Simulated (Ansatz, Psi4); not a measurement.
Internal rotation in C₇H₁₄, SMILES C(CC(C)(C)C)=C. Scanned: dihedral C1–C2–C3–C4; all other coordinates were relaxed at B3LYP-D3(BJ)/def2-SVP. Points at φ and −φ are mirror images. Heavy atoms are numbered in the order of the SMILES C=CCC(C)(C)C, hydrogens after them in the order of the atoms that carry them; the mirror image has the same energies with the sign of each dihedral reversed.

- PBE/def2-TZVP // B3LYP-D3(BJ)/def2-SVP (Psi4)
- PBE-D3(BJ)/def2-TZVP // B3LYP-D3(BJ)/def2-SVP (Psi4)
- B3LYP/def2-TZVP // B3LYP-D3(BJ)/def2-SVP (Psi4)
- CCSD(T)/cc-pVDZ = CCSD(T) on RHF/cc-pVDZ, frozen core // B3LYP-D3(BJ)/def2-SVP run with Ansatz (an electronic-structure program)

Energies relative to the lowest point of each profile, in kcal/mol; the last columns give the difference from CCSD(T):

| φ / ° | PBE/def2-TZVP | PBE-D3(BJ)/def2-TZVP | B3LYP/def2-TZVP | CCSD(T)/cc-pVDZ | PBE/def2-TZVP − CCSD(T)/cc-pVDZ | PBE-D3(BJ)/def2-TZVP − CCSD(T)/cc-pVDZ | B3LYP/def2-TZVP − CCSD(T)/cc-pVDZ |
|---|---|---|---|---|---|---|---|
| -165 | 1.6 | 1.8 | 1.6 | 2.0 | -0.3 | -0.1 | -0.4 |
| -135 | 0.1 | 0.3 | 0.1 | 0.4 | -0.2 | -0.1 | -0.3 |
| -105 | 0.0 | 0.0 | 0.0 | 0.0 | 0.0 | 0.0 | 0.0 |
| -75 | 1.9 | 1.7 | 2.0 | 1.8 | 0.1 | -0.1 | 0.3 |
| -45 | 4.3 | 4.1 | 4.4 | 4.5 | -0.3 | -0.4 | -0.1 |
| -15 | 3.6 | 3.5 | 3.9 | 4.0 | -0.3 | -0.5 | -0.1 |
| 15 | 3.6 | 3.5 | 3.9 | 4.0 | -0.3 | -0.5 | -0.1 |
| 45 | 4.3 | 4.1 | 4.4 | 4.5 | -0.3 | -0.4 | -0.1 |
| 75 | 1.9 | 1.7 | 2.0 | 1.8 | 0.1 | -0.1 | 0.3 |
| 105 | 0.0 | 0.0 | 0.0 | 0.0 | 0.0 | 0.0 | 0.0 |
| 135 | 0.1 | 0.3 | 0.1 | 0.4 | -0.2 | -0.1 | -0.3 |
| 165 | 1.6 | 1.8 | 1.6 | 2.0 | -0.3 | -0.1 | -0.4 |

PBE/def2-TZVP is furthest from CCSD(T)/cc-pVDZ at -165 (-0.3 kcal/mol, below); its mean absolute difference over the points is 0.2 kcal/mol.

PBE-D3(BJ)/def2-TZVP is furthest from CCSD(T)/cc-pVDZ at -15 (-0.5 kcal/mol, below); its mean absolute difference over the points is 0.2 kcal/mol.

B3LYP/def2-TZVP is furthest from CCSD(T)/cc-pVDZ at -165 (-0.4 kcal/mol, below); its mean absolute difference over the points is 0.2 kcal/mol.
